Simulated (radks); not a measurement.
Task: These are the eigenvalues of the occupied orbitals of an atom or ion with whole-number occupations (eV). All-electron calculation, scalar-relativistic Kohn-Sham, MS2 meta-GGA, spin-polarised, spherical densities, finite nucleus; meta-GGA in the generalised Kohn-Sham scheme; Fermi nuclear charge, rms radius of each element as measured or else 0.836 A^(1/3) + 0.57 fm. Program: a radial shooting solver on a logarithmic mesh with Libxc functionals.

1s up: -858.9489
1s down: -857.9887
2s up: -59.0400
2s down: -56.4834
2p up: -33.7605
2p down: -31.2632

Which element is it, and in what charge state? The configuration may be excited. Open shells, if any, are filled with parallel spins first.

Result: Z = 10, neon, charge +1: Ne+ in [He] 2s2 2p5. The list shows which subshells hold electrons but not how many an open one holds; the 1s level, -31.566 hartree, gives Z - s = 7.9 by -(Z - s)^2/2, which with screening and relativity narrows Z to a few neighbours, and the depths of the outer levels then fix element, charge and occupations together.
